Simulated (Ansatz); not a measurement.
Ideal-gas functions of BrClGeH (`[Cl][GeH][Br]`) radical at 298.15 K and 1 bar, from an Ansatz frequency run at PBE0-D4/def2-TZVP.

Molar mass 188.98 g/mol, point group C1 (symmetry number 1), electronic degeneracy 2, moments of inertia 71.502, 360.514, 428.549 u Å². Harmonic wavenumbers (cm⁻¹, unscaled): 117, 302, 419, 563, 640, 2029.

Use S(trans) = R[1.5 ln M + 2.5 ln T − 1.1517]; rotational temperatures θ = 24.2544 K / I; S(rot) = R[ln(√π/σ · √(T³/θAθBθC)) + 1.5]; for each mode x = 1.438777 ν̃/T, S = R[x/(eˣ − 1) − ln(1 − e⁻ˣ)] and H = RT x/(eˣ − 1); 1 cm⁻¹ = 0.0119627 kJ/mol; R = 8.31446 J/(mol·K).

Task: By hand: the entropy, in J/(mol·K).

Result: Translation 174.2. Rotation: θ = 0.3392, 0.0673, 0.0566 K, giving 115.9. Vibration, mode by mode: 13.18, 5.88, 3.75, 2.17, 1.61, 0.01, in all 26.6. Electronic 5.8. Sum 322.5 J/(mol·K).

Task: By hand: H − E and G − E in kJ/mol, counted from the electronic energy.

Result: Zero-point energy ½ × 4070 × 0.0119627 = 24.3; thermal vibration 4.5; translation, rotation and pV give 4 RT = 9.9. H − E = 38.7 kJ/mol, and G − E = 38.7 − 298.15 × 322.5/1000 = -57.5 kJ/mol.

Vibration gives 8 % of the entropy, 13.2 J/(mol·K) of it from the mode under 150 cm⁻¹: soft modes count most, and the harmonic formula is weakest for them. The sum counts one conformer and one mirror image; others add a mixing term.
